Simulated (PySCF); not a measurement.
Isomers of C6H4O4, one GFN2-xTB conformer each. Single-point energies are computed at PBE0/pcSseg-1 (PySCF, gas phase, no added dispersion term), electronic only.

```tsv
SMILES	GFN2-xTB relative energy (kJ/mol)
O=COc1ccoc(=O)c1	0.0
O=COc1ccc(=O)oc1	8.9
```

Conformers: `[O:1]=[CH:2][O:3][c:4]1[cH:5][cH:6][o:7][c:8](=[O:9])[cH:10]1` with O1–C2–O3–C4 0°, C2–O3–C4–C5 -179°; `[O:1]=[CH:2][O:3][c:4]1[cH:5][cH:6][c:7](=[O:8])[o:9][cH:10]1` with O1–C2–O3–C4 0°, C2–O3–C4–C5 180°.

**Question.** What does PBE0/pcSseg-1 give for the same structures?

**Answer.** 
| SMILES | PBE0/pcSseg-1 E (Eh) | PBE0/pcSseg-1 (kJ/mol) | GFN2-xTB (kJ/mol) | point group |
| --- | --- | --- | --- | --- |
| O=COc1ccoc(=O)c1 | -531.28740 | 0.0 | 0.0 | Cs |
| O=COc1ccc(=O)oc1 | -531.28098 | 16.9 | 8.9 | Cs |

Both levels put the same isomer lowest. 

**Question.** Which frontier levels, dipoles and rotational constants go with these structures?

**Answer.** 
```csv
SMILES,"HOMO (eV, PBE0/pcSseg-1)",LUMO (eV),dipole (D),"A, B, C (MHz)"
O=COc1ccoc(=O)c1,-7.29,-2.06,5.79,"2638, 1001, 725.7"
O=COc1ccc(=O)oc1,-7.17,-2.13,4.95,"3945, 827.1, 683.7"
```
